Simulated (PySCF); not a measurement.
# GeSb⁺: one state, many levels of theory

State: ³Σ⁻ (triplet), unpaired electrons π ↑↑. Set-up: Ge cc-pVDZ-PP with ECP10, Sb cc-pVDZ-PP with ECP28; scalar-relativistic core potentials (PySCF 2.14). De refers to Ge⁺ + Sb in their high-spin ground configurations, without counterpoise correction. The functionals are run spin-unrestricted. A positive dipole points towards Sb; it is taken about the centre of mass and depends on that origin.

| Level | Re (Å) | ωe (cm⁻¹) | De (eV) | μ (D) | CPU s a point (SCF and correlation, without the integrals) |
| --- | --- | --- | --- | --- | --- |
| UHF | 2.610 | 227 | 1.04 | -2.94 | 0.12 |
| UHF-MP2 | 2.596 | 253 | 1.97 | n/a | 0.21 |
| UHF-SCS-MP2 | 2.609 | 241 | 1.86 | n/a | n/a |
| UHF-CCSD | 2.629 | 228 | 1.98 | n/a | n/a |
| UHF-CCSD(T) | 2.638 | 227 | 2.12 | n/a | 7 |
| PBE | 2.646 | 224 | 3.01 | -1.76 | 0.99 |
| revPBE | 2.657 | 221 | 2.81 | -1.80 | 0.48 |
| r²SCAN | 2.611 | 234 | 2.78 | -1.76 | 1.3 |
| PBE0 | 2.605 | 239 | 2.67 | -1.94 | 1.1 |
| BHandHLYP | 2.599 | 241 | 2.39 | -2.17 | 0.57 |
| LC-ωPBE | 2.547 | 258 | 2.22 | -2.24 | 1 |
| B2PLYP | 2.626 | 233 | 2.51 | -2.33 | 0.66 |

The bond length runs from 2.547 Å (LC-ωPBE) to 2.657 Å (revPBE). De spans 1.04 eV (UHF, mean field) to 3.01 eV (PBE, GGA). Correlation at CCSD(T) changes the Hartree–Fock bond energy by +1.08 eV; the triples alone change it by +0.14 eV.

Correlated steps freeze 8 core orbitals. Correlated levels converge slowly with the basis: in double zeta they bind strong bonds too weakly, by up to about 1 eV, and carry superposition errors of some tenths. Spin–orbit coupling is left out, which matters for elements this heavy, above all for dissociation energies. For an ion De counts to the pair picked by the measured ionisation energies or electron affinities, which need not be the lowest pair at this level. B2PLYP dipoles, levels and charges come from its SCF part alone. The state was picked by a PBE0 search and need not be the measured ground state.

The whole job (state search and all levels along the bond) took about 3 min on 1 thread of Arm Neoverse V1 (shared host), peak memory 0.54 GiB.
